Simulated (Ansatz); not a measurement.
Input for Ansatz (a quantum-chemistry and plane-wave program):
Ansatz 0.2 input:
```yaml
crystal:
  periodic: [false, false, false]
  atoms:
    - {symbol: O, position_ang: [-1.01613456, -0.43506422, 0.00008010]}
    - {symbol: C, position_ang: [-0.00172708, 0.41293984, -0.00731108]}
    - {symbol: O, position_ang: [1.15287091, 0.11408067, 0.00661676]}
    - {symbol: H, position_ang: [-0.69904529, -1.35443854, 0.01870322]}
    - {symbol: H, position_ang: [-0.38448302, 1.44466792, -0.02841162]}
basis:
  gaussian:
    orbitals: def2-SVP
hamiltonian:
  xc: {name: wB97M-V}
accuracy: high
```

Question: What does this run give for the number of basis functions, total energy?

Answer: 
```
Property                         Result
-------------------------  ------------
number of basis functions            52
total energy               -189.5569 Eh
```

Question: Roughly what does it cost on one core?

Answer: roughly 10 core-seconds.
